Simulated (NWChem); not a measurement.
System: SiH3F; SMILES F[SiH3]

The following NWChem deck was run.

```
start job
memory heap 200 mb stack 900 mb global 1100 mb
geometry units angstroms noautosym nocenter noautoz
  Si     0.000000     0.000000    -0.459032
  F      0.000000     0.000000     1.165506
  H      0.998053     0.998053    -0.932912
  H      0.365313    -1.363365    -0.932912
  H     -1.363365     0.365313    -0.932912
end
basis spherical
  * library def2-svpd
end
dft
  xc pbe0
  iterations 150
end
property
  response 1 0.0
end
task dft property
```

NWChem printed, in part:

```
             Northwest Computational Chemistry Package (NWChem) 7.3.0
             --------------------------------------------------------

                             Geometry "geometry" -> ""
                             -------------------------

 Output coordinates in angstroms (scale by  1.889725989 to convert to a.u.)

  No.       Tag          Charge          X              Y              Z
 ---- ---------------- ---------- -------------- -------------- --------------
    1 Si                  14.0000     0.00000000     0.00000000    -0.45903200
    2 F                    9.0000     0.00000000     0.00000000     1.16550600
    3 H                    1.0000     0.99805300     0.99805300    -0.93291200
    4 H                    1.0000     0.36531300    -1.36336500    -0.93291200
    5 H                    1.0000    -1.36336500     0.36531300    -0.93291200

 Effective nuclear repulsion energy (a.u.)      62.2698957794

                              NWChem Property Module
                              ----------------------

                                 NWChem DFT Module
                                 -----------------

 Summary of "ao basis" -> "ao basis" (spherical)
 ------------------------------------------------------------------------------
       Tag                 Description            Shells   Functions and Types
 ---------------- ------------------------------  ------  ---------------------
 Si                        def2-svpd                10       24   5s3p2d
 F                         def2-svpd                 9       23   4s3p2d
 H                         def2-svpd                 4        8   2s2p

            General Information
            -------------------
          SCF calculation type: DFT
          Wavefunction type:  closed shell.
          No. of atoms     :     5
          No. of electrons :    26
           Alpha electrons :    13
            Beta electrons :    13
          Charge           :     0
          Spin multiplicity:     1
          Use of symmetry is: off; symmetry adaption is: off
          Maximum number of iterations: 150
          AO basis - number of functions:    71
                     number of shells:    31
          Convergence on energy requested:  1.00D-06
          Convergence on density requested:  1.00D-05
          Convergence on gradient requested:  5.00D-04

              XC Information
              --------------
                         PBE0 Method XC Functional
                     Hartree-Fock (Exact) Exchange  0.250
          PerdewBurkeErnzerhof Exchange Functional  0.750
            Perdew 1991 LDA Correlation Functional  1.000 local
           PerdewBurkeErnz. Correlation Functional  1.000 non-local

             Grid Information
             ----------------
          Grid used for XC integration:  medium
          Radial quadrature: Mura-Knowles
          Angular quadrature: Lebedev.
          Tag              B.-S. Rad. Rad. Pts. Rad. Cut. Ang. Pts.
          ---              ---------- --------- --------- ---------
          Si                  1.10       88           8.0       590
          F                   0.50       49           9.0       434
          H                   0.35       45          10.0       434
          Grid pruning is: on
          Number of quadrature shells:   272
          Spatial weights used:  Erf1

      Superposition of Atomic Density Guess
      -------------------------------------

 Sum of atomic energies:        -389.53394366

      Non-variational initial energy
      ------------------------------

 Total energy =    -389.840661
 1-e energy   =    -664.466266
 2-e energy   =     212.355709
 HOMO         =      -0.413306
 LUMO         =       0.030883

   convergence    iter        energy       DeltaE   RMS-Dens  Diis-err
 ---------------- ----- ----------------- --------- --------- ---------
 d= 0,ls=0.0,diis     1   -390.7488588998 -4.53D+02  1.47D-02  3.84D-01
 d= 0,ls=0.0,diis     2   -390.7190512742  2.98D-02  7.11D-03  8.83D-01
 d= 0,ls=0.0,diis     3   -390.7941231529 -7.51D-02  1.09D-03  5.70D-03
 d= 0,ls=0.0,diis     4   -390.7946569449 -5.34D-04  3.09D-04  3.88D-04
 d= 0,ls=0.0,diis     5   -390.7947060838 -4.91D-05  4.32D-05  2.44D-06
 d= 0,ls=0.0,diis     6   -390.7947064656 -3.82D-07  5.13D-06  5.19D-08

         Total DFT energy =     -390.794706465583
      One electron energy =     -665.785262435929
           Coulomb energy =      244.983025492893
    Exchange-Corr. energy =      -32.262365301979
 Nuclear repulsion energy =       62.269895779433

 Numeric. integr. density =       25.999991625215

                       DFT Final Molecular Orbital Analysis
                       ------------------------------------

 Vector   11  Occ=2.000000D+00  E=-4.655415D-01
              MO Center=  3.4D-02,  3.4D-02,  8.8D-01, r^2= 1.1D+00
   Bfn.  Coefficient  Atom+Function         Bfn.  Coefficient  Atom+Function
  ----- ------------  ---------------      ----- ------------  ---------------
    29      0.419435  2 F  px                30      0.419514  2 F  py
    32     -0.278382  2 F  px                33     -0.278434  2 F  py
    48     -0.112266  3 H  s                  9     -0.109026  1 Si px
    10     -0.109046  1 Si py                 6      0.064325  1 Si px
     7      0.064337  1 Si py                56      0.056141  4 H  s

[...]

 DFT Linear Response polarizability / au
 Frequency  =       0.0000000 / au
              X              Y              Z
 -----------------------------------------------
 X      29.3592232      0.0000118      0.0000011
 Y       0.0000118     29.3592232      0.0000011
 Z       0.0000011      0.0000011     27.3057254
 -----------------------------------------------
 Eigenvalues =      29.3592114     29.3592350     27.3057254
 Isotropic   =      28.6747240
 Anisotropic =       2.0534978
 -----------------------------------------------

 Magnetic Dipole Response Matrix (nonzero elements):

 Exiting AOResponse driver routine
```

Level: PBE0/def2-SVPD. Geometry: optimised at PBE0/def2-SVP.
